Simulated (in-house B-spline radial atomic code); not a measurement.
Radial electron density of Bi²⁺, [Xe] 4f14 5d10 6s2 6p1. Level of theory: Dirac-Kohn-Sham B3LYP, spherical fractional occupations, Fermi nucleus of rms radius 5.5211 fm; calculated with an all-electron radial atomic-structure program (B-spline basis).

Caution: exact exchange at fractional occupations of open shells leaves self-interaction of up to several eV.

Columns: r (bohr), 4πr²n(r) (electrons per bohr), bar.

```
0.000378    3.122 #
0.000474    4.437 #
0.000593    6.244 ##
0.000743    8.751 ##
0.000931    12.18 ###
 0.00117    16.86 #####
 0.00146    22.89 #######
 0.00183    30.85 #########
 0.00229    40.86 ############
 0.00287    53.15 ###############
  0.0036    67.54 ###################
 0.00451    83.17 ########################
 0.00565    98.68 ############################
 0.00707    111.9 ################################
 0.00886    120.5 ##################################
  0.0111    122.5 ###################################
  0.0139    118.1 ##################################
  0.0174      111 ################################
  0.0218    108.4 ###############################
  0.0273    116.6 #################################
  0.0342    135.3 #######################################
  0.0429    153.1 ############################################
  0.0537    154.3 ############################################
  0.0673    137.6 #######################################
  0.0843    124.1 ###################################
   0.106    133.6 ######################################
   0.132    147.7 ##########################################
   0.166    131.7 ######################################
   0.208     95.4 ###########################
    0.26    85.53 ########################
   0.326    98.99 ############################
   0.408    90.18 ##########################
   0.511    57.39 ################
   0.641    34.07 ##########
   0.802    27.12 ########
    1.01    21.64 ######
    1.26    13.94 ####
    1.58    7.515 ##
    1.98    3.818 #
    2.48    1.814 #
     3.1   0.7274 
    3.88    0.218 
    4.87  0.04307 
     6.1 0.005073 
    7.64 0.000303 
    9.57 7.497e-06
```

On this grid the curve has 4 maxima, near 0.0111, 0.0537, 0.132, 0.326 bohr.

The 6s1/2 radial function P(r) = rR(r), positive near the nucleus, with its small component Q(r) (sign convention: Q ≈ (P' + κP/r)/2c):

| r (bohr) | P | Q |
| --- | --- | --- |
| 0.000241 | 0.01286 | -0.003936 |
| 0.000378 | 0.01829 | -0.005936 |
| 0.000593 | 0.02572 | -0.008622 |
| 0.000931 | 0.03568 | -0.01224 |
| 0.00146 | 0.04844 | -0.01702 |
| 0.00229 | 0.06363 | -0.02309 |
| 0.0036 | 0.0792 | -0.03027 |
| 0.00565 | 0.08934 | -0.03749 |
| 0.00886 | 0.08299 | -0.04229 |
| 0.0139 | 0.04446 | -0.04035 |
| 0.0218 | -0.03435 | -0.02678 |
| 0.0342 | -0.1213 | -0.00165 |
| 0.0537 | -0.1144 | 0.02138 |
| 0.0843 | 0.06357 | 0.01855 |
| 0.132 | 0.1935 | -0.008088 |
| 0.208 | -0.0763 | -0.01414 |
| 0.326 | -0.2576 | 0.007597 |
| 0.511 | 0.2351 | 0.007123 |
| 0.802 | 0.3211 | -0.006456 |
| 1.26 | -0.4679 | -0.00365 |
| 1.98 | -0.8068 | 0.002083 |
| 3.1 | -0.4006 | 0.001759 |
| 4.87 | -0.06245 | 0.0003129 |
| 7.64 | -0.00193 | 1.021e-05 |
